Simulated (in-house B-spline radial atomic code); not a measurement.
Configurations of neutral dysprosium, with energies counted from [Xe] 4f10 6s2. All numbers are computed (scalar-relativistic (X2C) TPSSh, spin-polarised, spherical fractional occupations, exact exchange averaged over the configuration; Fermi nucleus of rms radius 5.2218 fm) with a radial B-spline atomic code at the basis-set limit, not measured. Shells without spins written out take the highest spin.

Occupations are held fixed; configurations that lie above the ionisation limit could autoionise.

| configuration | E - E(ref) (eV) | highest orbital | its <r> (bohr) |
| --- | --- | --- | --- |
| [Xe] 4f10 6s1 6p1 | 1.9413 | 6p up | 5.361 |
| [Xe] 4f9 6s2 6p1 | 3.0917 | 6p up | 4.82 |
| [Xe] 4f10 5f1 6s1 | 4.8037 | 5f up | 16.69 |
| [Xe] 4f9 5f1 6s2 | 6.5625 | 5f up | 16.6 |
| [Kr] 4d10 4f10 5s2 5p5 6s2 7p1 | 28.206 | 7p up | 11.88 |
| [Kr] 4d9 4f10 5s2 5p6 6s2 7f1 | 158.73 | 7f up | 41.69 |

Task: Order these further configurations by energy, lowest first.
A. [Xe] 4f9 6s2 7d1
B. [Kr] 4d9 4f10 5s2 5p6 5d1 6s2
C. [Xe] 4f10 5d1 6s1
D. [Xe] 4f9 6s2 7p1
E. [Xe] 4f10 6s1 6f1

Result: C (1.9451 eV), E (5.1014 eV), D (5.7882 eV), A (6.5405 eV), B (153.13 eV).

Task: How far above the reference does [Kr] 4d10 4f10 5s2 5p5 6s2 7f1 lie?

Result: 29.455 eV; its least bound orbital is 7f up with <r> = 41.62 bohr.
